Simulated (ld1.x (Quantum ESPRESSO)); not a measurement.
Ta: one change to a TM potential, before and after

```json
{
 "Element": "tantalum",
 "Generator": "ld1.x (Quantum ESPRESSO) 7.5",
 "Type": "norm-conserving Troullier–Martins (Kleinman–Bylander form)",
 "Functional": "PBE",
 "Relativity": "scalar-relativistic",
 "Frozen core": "[Xe] 4f14",
 "Valence charge": "5",
 "Reference configuration": "5d4 6s1 6p0",
 "Partial waves": "6p (bound, empty): rc 4.20 bohr; 5d (bound): rc 1.95 bohr; 6s (bound): rc 2.80 bohr",
 "Local potential": "the s channel",
 "Core correction": "none"
}
```

Change: all radii scaled by about 1.34 (s 3.74, p 5.62, d 2.60 bohr).

Cutoffs: the cutoffs (Ry, on a coarse ladder) from which the occupation-weighted sum of valence levels, in a spherical-Bessel basis at the reference potential, stays within 10 and 1 mRy of its value at 400 Ry; they do not see the model core or the augmentation charge, which bear on the density cutoff. Errors are all-electron minus pseudo energies relative to the spin-unpolarised reference configuration.

Task: Predict the effect on cutoff, ghosts and configuration errors.

Result: The potential gets softer (30 Ry and 35 Ry → 25 Ry and 30 Ry); of the 7 tests that both files solve, the error grows in 4 and shrinks in 3 by more than 15 % and 0.3 meV (median size 14.6 → 13.5 meV); neither file shows a bound ghost. A larger radius leaves more room for a smooth pseudo-wave, so fewer plane waves are needed.

| quantity | base | changed |
| --- | --- | --- |
| cutoff, loose | 30 Ry | 25 Ry |
| cutoff, tight | 35 Ry | 30 Ry |
| bound ghosts | none | none |
| error for 5d3 6s2 6p0, meV [ΔE -2.09 eV] | -4.8 | +25 |
| error for 5d3 6s1 6p0, meV [ΔE 6.37 eV] | -15 | +10 |
| error for 5d3 6s0 6p0, meV [ΔE 21.35 eV] | +40 | +13 |
| error for 5d2 6s2 6p1, meV [ΔE 0.89 eV] | -51 | +123 |
| error for 5d3 6s1.5 6p0, meV [ΔE 1.37 eV] | -11 | +17 |
| error for 5d3 6s1 6p1, meV [ΔE 2.08 eV] | -23 | +13 |
| error for 5d3.5 6s1.5 6p0, meV [ΔE -1.11 eV] | -0.4 | +6.4 |
